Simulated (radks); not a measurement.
Co20+, configuration 1s1 2s2 2p3 3s1 (not the ground configuration).

Method: scalar-relativistic Kohn-Sham, revPBE, spin-unpolarised, spherical densities, point nucleus; computed with a radial shooting solver on a logarithmic mesh with Libxc functionals.

Energy parts (hartree):
total: -784.46402
kinetic: 795.78655
electron-nucleus: -1660.58403
Hartree: 103.60277
exchange-correlation: -23.26931

Orbitals (lengths in bohr, moments of r in powers of bohr; <r^-3> diverges for s and p1/2; r(90%) holds 90 % of the orbital's charge):
| orbital | occ. | eigenvalue (hartree) | <1/r> | r(90%) | <r^-3> | <r^2> |
|---|---|---|---|---|---|---|
| 1s | 1 | -329.3006 | 27.36 | 0.0987 | - | 0.004111 |
| 2s | 2 | -68.03497 | 6.358 | 0.361 | - | 0.06483 |
| 2p | 3 | -64.91071 | 6.275 | 0.326 | 696.5 | 0.04922 |
| 3s | 1 | -27.20897 | 2.601 | 0.820 | - | 0.3652 |
| 3p | 0 | -26.13640 | 2.557 | 0.801 | 173.8 | 0.3391 |
| 4s | 0 | -14.54905 | 1.413 | 1.47 | - | 1.226 |

The highest occupied level is 3s at -740.39 eV. Summed over all electrons, <r^2> = 0.6466 bohr^2, which gives a Langevin (diamagnetic) susceptibility term of -0.512 x 10^-6 cm^3/mol.
